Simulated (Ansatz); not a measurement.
Gas-phase electronic energies from Ansatz, PBE0-D4/def2-TZVP geometries. CCSD(T)/CBS adds triple-zeta CCSD(T) − MP2 to the extrapolated MP2 energy (def2 sets, frozen cores). DFT in def2-TZVPP. For Ga outer-core shells are correlated without core-valence functions, which leaves a few kJ/mol of doubt a bond. Scalar relativity is left out up to krypton. Each species was taken in one conformer, which may not be the lowest.

Reaction (redistribution): `C[SiH2][SiH2]C=N` + `[NH2][Ga]([F])[Cl]` → `N=C[SiH2]N` + `C[SiH2][Ga]([F])[Cl]`

```csv
species,r2SCAN energy (Eh)
`C[SiH2][SiH2]C=N`,-715.27675
`[NH2][Ga]([F])[Cl]`,-2540.95327
`N=C[SiH2]N`,-440.66800
`C[SiH2][Ga]([F])[Cl]`,-2815.57789
```

Problem. Work out ΔE.

Solution. ΔE = (-440.66800) + (-2815.57789) − (-715.27675) − (-2540.95327) = -0.01587 Eh = -0.43 eV. CCSD(T)/CBS gives -0.38 eV.

Largest T1 diagnostic among the species: 0.013.

The D4 term adds +0.04 eV with B3LYP and +0.03 eV with PBE0; it sums over pairs of atoms, weighted by their polarisabilities, and B3LYP, whose exchange is more repulsive, gets the larger term. In def2-TZVPP, CCSD(T) changes the Hartree–Fock value by +0.11 eV (the triples alone add +0.02 eV) and MP2 by +0.10 eV.

B3LYP here is the variant with VWN-RPA as its local correlation; programs differ in this.
